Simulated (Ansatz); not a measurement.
Li₃Si₂⁺. Charge 1, multiplicity 3. Geometry PBE0-D4/def2-TZVP, that of the neutral doublet; atoms count from 1.

Cartesian coordinates in Å:
```
Li -0.288 1.632 -1.090
Li 1.948 -0.437 -0.793
Li -1.621 -0.764 1.527
Si 0.453 0.409 0.992
Si -0.491 -0.840 -0.637
```

At PBE0-D4/def2-TZVP a singlet of charge 1 lies 0.74 eV below the triplet at the same geometry. The structure comes from a short search, and lower isomers may exist.

Question: Estimate the Mulliken populations from the PBE0/def2-TZVP orbitals of Ansatz.

Answer: 
```csv
atom,charge (e),spin (α − β)
Li1,0.74,-0.02
Li2,0.75,0.03
Li3,0.78,0.04
Si4,-0.63,0.98
Si5,-0.64,0.97
```
Mulliken values and Mayer orders depend strongly on the basis.

Question: Where does the spin sit?

Answer: Summed by element: Li 0.05, Si 1.95, of 2 unpaired in all. Largest on single atoms: Si4 0.98, Si5 0.97, Li3 0.04.

Question: And the Mayer bond orders between bonded heavy atoms (over 0.3)?

Answer: Si4–Si5 1.94 (2.26 Å).
